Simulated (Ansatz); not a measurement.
A run for Ansatz (a quantum-chemistry and plane-wave program): R-CCSD(T)/cc-pVDZ on C3H9B (SMILES BC(C)C), a point of a torsion scan.

Ansatz 0.2 input:
```yaml
crystal:
  periodic: [false, false, false]
  atoms:
    - {symbol: B, position_ang: [-0.35318277, 1.53669613, 0.18308505]}
    - {symbol: C, position_ang: [0.18402656, 0.07247858, 0.41158865]}
    - {symbol: C, position_ang: [-1.08510687, -0.78556458, 0.15489596]}
    - {symbol: C, position_ang: [1.31744716, -0.36619818, -0.51809455]}
    - {symbol: H, position_ang: [-0.34232863, 2.00628075, -0.88726830]}
    - {symbol: H, position_ang: [-0.83878357, 2.12356147, 1.07017876]}
    - {symbol: H, position_ang: [0.50679163, -0.10527745, 1.44100081]}
    - {symbol: H, position_ang: [-1.18108453, -1.57307773, 0.89789716]}
    - {symbol: H, position_ang: [-1.04636464, -1.22730260, -0.83644037]}
    - {symbol: H, position_ang: [-1.98930474, -0.17793488, 0.21176725]}
    - {symbol: H, position_ang: [1.04419015, -0.20689635, -1.55854619]}
    - {symbol: H, position_ang: [1.54885236, -1.42180863, -0.37903055]}
    - {symbol: H, position_ang: [2.21794040, 0.20887149, -0.31180620]}
basis:
  gaussian:
    orbitals: cc-pVDZ
magnetization: {spin_polarized: false}
correlation: {method: ccsd_t, electrons: outside_noble_gas}
scf: {lower_state_search: off}
```

Output:

```
WARN ansatz: RAYON_NUM_THREADS=1 ignored (pool sized by the plan → 1); use --threads N
Functional definition: HF
these checks for a lower state are left out or cut short: stability, starts, cluster_reference, orbital_swaps, neighbouring_geometries, increment
integrals: 0.12 GiB planned
910 factors; integrals over basis functions are off by at most 1.1e-3 eV
mean field: 0.20 GiB planned
mean field evaluation 1: about -3902.4874 eV, gradient 2.9e1 eV
mean field evaluation 2: about -3902.4879 eV, gradient 2.9e1 eV
mean field evaluation 4: about -3905.0440 eV, gradient 3.4e0 eV
mean field evaluation 8: about -3905.0829 eV, gradient 3.0e-2 eV
mean field -3905.08294797 eV, -143.5091513777 hartree, gradient 1.2e-6 eV, S^2 0.000000; 0 other end points of the search recorded, 0 dependent functions left out
4 core orbitals not correlated
reference -3905.08294797 eV, -143.5091513777 hartree; 12, 12 occupied and 85, 85 virtual orbitals, 910 factors
second order -14.20251982 eV of doubles, -0.00000000 eV of singles
coupled cluster: 0.41 GiB planned
cycle   1  -15.38173548 eV  change    -1.2e0 eV  update   7.8e-2
cycle   2  -15.83276734 eV  change   -4.5e-1 eV  update   2.3e-2
cycle   3  -15.87713393 eV  change   -4.4e-2 eV  update   7.2e-3
cycle   4  -15.87740359 eV  change   -2.7e-4 eV  update   2.2e-3
cycle   5  -15.87774280 eV  change   -3.4e-4 eV  update   8.7e-4
cycle   6  -15.87766707 eV  change    7.6e-5 eV  update   3.4e-4
cycle   7  -15.87757400 eV  change    9.3e-5 eV  update   1.3e-4
cycle   8  -15.87757149 eV  change    2.5e-6 eV  update   5.6e-5
cycle   9  -15.87756028 eV  change    1.1e-5 eV  update   1.9e-5
perturbative correction -0.44311401 eV, -0.0162841394 hartree
Total energy: -3921.40362226 eV, -144.1089250951 hartree
Checks for a lower state left out: stability, starts, cluster_reference, orbital_swaps, neighbouring_geometries, increment
```

The calculation finished and met its thresholds.

Cost: around 7 core-seconds (rough).
